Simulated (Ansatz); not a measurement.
CH3BClFOSi can be A, `FC1OB(Cl)[SiH2]1`, or B, `FB1OC[SiH]1Cl`.

Isolated molecules relaxed with PBE0-D4/def2-TZVP in Ansatz; ΔE leaves out vibrations. CCSD(T)/CBS adds triple-zeta CCSD(T) − MP2 to the extrapolated MP2 energy (def2 sets, frozen cores). Functionals use def2-TZVPP. B3LYP here is the variant with VWN-RPA as its local correlation; programs differ in this.

(1) Which is lower in electronic energy at CCSD(T)/CBS, and by how much? (Estimate.)

(2) Give E(B) − E(A) in kcal/mol with PBE-D4, B3LYP-D4, HF/def2-TZVPP, B2PLYP, CCSD/def2-TZVPP, MP2/def2-TZVPP, B3LYP. (Estimate.)

Largest T1 diagnostic: 0.014.

Results:

(1) Ansatz gave: B, by 51.8 kcal/mol.

(2) Ansatz gave: PBE-D4 -48.1, B3LYP-D4 -50.5, HF/def2-TZVPP -53.1, B2PLYP -51.4, CCSD/def2-TZVPP -51.4, MP2/def2-TZVPP -52.7, B3LYP -50.5. None reverses the order clearly.

From PBE to PBE0 (25 % exact exchange), in def2-TZVPP and without D4, E(B) − E(A) moves by −1.8 kcal/mol.
